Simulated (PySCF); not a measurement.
C2H8Al2O3, SMILES [CH3][Al]([CH3])[O][Al]([OH])[OH], singlet at its GFN2-xTB optimised geometry (Å):

```
15

Al    -0.8499    -1.1018     0.0012
C     -2.8281    -0.8848    -0.1568
C      0.2088    -2.7867     0.1612
O      0.0432     0.3221     0.0004
Al     0.9433     1.7510     0.0000
O      2.5957     1.7510     0.0000
O      0.2303     3.2414     0.0000
H     -3.3480    -1.8442    -0.1615
H     -3.1048    -0.3582    -1.0753
H     -3.2378    -0.2954     0.6692
H     -0.4254    -3.6747     0.1520
H      0.9292    -2.8907    -0.6560
H      0.7912    -2.8107     1.0874
H      3.3480     1.1768     0.0013
H     -0.6110     3.6747    -0.0045
```

Computed with CAM-B3LYP/def2-TZVP run with PySCF. Cells within 0.4 Å of a nucleus heavier than hydrogen are left out (blank, or x).

Map of the deformation density (molecule minus spherical neutral atoms) (e/bohr³) on the plane z = 0.0 Å:

```
|222222222222222222222222222|
|222222222222222222222222222|
|222222222222222222222222222|
|222222222221122222222222222|
|222222222210122222222222222|
|222222222210946322222222222|
|2222222222115xx322222222222|
|222222222222267311222222222|
|222222222222233212352222222|
|222222222222111x15xx3122222|
|222222222222222x24639112222|
|222222222222366212232012222|
|2222222122225x6322221122222|
|2222222222126x4222222222222|
|222222543322443222222222222|
|2222224x752x112222222222222|
|22222385442x222222222222222|
|222222832212452122222222222|
|222221122213573212222222222|
|2222222222223xx422222222222|
|222222222222673322222222222|
|222222222221752222222222222|
|222222222221122222222222222|
|222222222222222222222222222|
|222222222222222222222222222|
|222222222222222222222222222|
|222222222222222222222222222|
```
Scale: ten equal steps from -0.027 (start of '0') to 0.087 (end of '9'), in the order '0123456789'; x runs from -6.00 to 6.00, y from -6.00 (bottom) to 6.00 (top).
